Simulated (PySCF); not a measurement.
Pb₂S, triplet: computed properties

Computed with UPBE0/[S def2-SVP, Pb def2-SVP with ECP60], scalar-relativistic core potentials, density fitting, no spin–orbit coupling, PySCF.

The structure is a saddle point with 1 imaginary mode.

Coordinates in bohr (charge 0 multiplicity 3):
```
S     0.0000    0.0000   -3.1788
Pb    3.3309    0.0000    0.2448
Pb   -3.3309    0.0000    0.2448
```

```
Point group                                                                   : C2v
Bond lengths                                                                  : Pb–Pb 3.525 Å, S–Pb 2.528 Å (×2)
Bond angles                                                                   : Pb–Pb–S 45.8° (×2), Pb–S–Pb 88.4°
Rotational constants                                                          : 0.173, 0.01304, 0.01213 cm⁻¹
Lowest empty level (β)                                                        : -2.89 eV
Zero-point energy (real modes)                                                : 2.3 kJ/mol
Principal polarisabilities                                                    : 63.6, 83.1, 420.6 bohr³
Dipole moment                                                                 : 2.28 D
Principal quadrupole moments (Buckingham, traceless) about the centre of mass : -7.17, -2.80, 9.97 D Å
Spin squared ⟨S²⟩                                                             : 2.043
Atomisation energy without zero-point energy                                  : 567 kJ/mol
Highest occupied level (α)                                                    : -4.06 eV
```

Harmonic modes (masses in u: S 31.972, Pb 207.977):
| symmetry | ω (cm⁻¹) | IR (km/mol) | μ (u) |
| --- | --- | --- | --- |
| b2 | 288i | – | 36.15 |
| a1 | 67 | 0.2 | 158.56 |
| a1 | 324 | 18.8 | 35.86 |

In C2v the vibrations span b2 + 2a1. Here b1 is antisymmetric to the molecular plane and b2 lies in it.

Charges (e):
| atom | Mulliken | Löwdin | polar tensor | spin (Mulliken) | Mayer order to S1 |
| --- | --- | --- | --- | --- | --- |
| S1 | -0.42 | -0.07 | 1.56 | -0.19 | – |
| Pb2,3 | 0.21 | 0.03 | -0.78 | 1.09 | 1.15 |
Other Mayer orders above 0.3: Pb–Pb 0.79.

Mulliken populations on S1: s 5.93, p 10.46, d 0.03.

Only a few start shapes were tried, so a lower isomer may exist. At this level a singlet minimum of C2v symmetry lies 80 kJ/mol below this structure. Spin–orbit coupling, left out here, can matter for elements this heavy.

The final relaxation and frequency run took of the order of 90 core-seconds on a shared host.
